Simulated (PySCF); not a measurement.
BH2O2, SMILES O[B]O (connectivity only; charge and spin as stated), charge +1, multiplicity 1.

The structure is a stationary point at B3LYP-D3(BJ)/def2-TZVP. The spin state was assumed, not searched. The isomer is the one that the SMILES or the coordinates give; other isomers of the formula were not compared. One conformer was computed; it need not be the lowest.

All values below come from B3LYP/def2-TZVPD (PySCF).

Isolated molecule, no solvent.

```
Item                                                              Result
------------------------------------------------  ----------------------
total energy                                          -176.36214 hartree
point group                                                           C2
highest occupied level                                         -17.91 eV
lowest empty level                                              -6.82 eV
orbital gap                                                     11.09 eV
dipole moment about the centre of nuclear charge                  1.85 D
mean static polarisability                          17.5 bohr³ (2.59 Å³)
polarisability, principal values                  13.4, 13.4, 25.6 bohr³
```
